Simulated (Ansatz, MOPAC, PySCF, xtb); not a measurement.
Complex: SiH4 (SMILES [SiH4]) (first 5 atoms) with CH3F (SMILES CF); geometry from B3LYP-D3(BJ)/def2-TZVP, rigid monomers moved along the line of their centres of mass till Si1···F7 is 2.84 Å.
(charge 0, multiplicity 1):
```csv
atom,x (Å),y (Å),z (Å)
Si,0.1286,-0.1152,0.1965
H,0.4718,-1.5235,0.4820
H,-1.2448,0.1836,0.6598
H,0.1971,0.1172,-1.2664
H,1.0866,0.7931,0.8654
C,-0.3930,0.7227,3.5427
F,-0.0164,-0.5060,3.0072
H,-1.3641,0.9992,3.1317
H,-0.4538,0.6243,4.6267
H,0.3566,1.4661,3.2706
```

Counterpoise-corrected where a basis set is named; no monomer relaxation. Rows marked so take none.

Frozen-core correlation. Rows in 6-311+G**, 6-31G*, STO-3G carry no dispersion term and start afresh at each structure (6-31G* with six Cartesian d functions). MP2/6-31G* freezes PySCF's default core. The state reached by PM6 isn't checked.

Run with Ansatz (Gaussian orbitals); MOPAC for PM6 (differences of heats of formation); PySCF for 6-311+G** rows, 6-31G* rows, STO-3G rows, the dispersion terms; xtb for the GFN methods. Values without a source in brackets are computed.

| level | interaction energy (meV) |
|---|---|
| GFN-FF | 11.2 |
| PM6 | 81.6 |
| HF/STO-3G (no counterpoise) | 55.6 |
| PBE/def2-TZVPPD | 14.1 |
| PBE-D4/def2-TZVPPD | -37.7 |
| B3LYP/6-311+G** (no counterpoise) | ? |
| wB97X-V/def2-TZVPPD | ? |
| MP2/6-31G* | 56.2 |
| SCS-MP2/aug-cc-pV(D+d)Z | 11.1 |

Fill in the missing entries.


- B3LYP/6-311+G** (no counterpoise), interaction energy (meV): 45.9
- wB97X-V/def2-TZVPPD, interaction energy (meV): -44.4

Ansatz is a first-principles code.
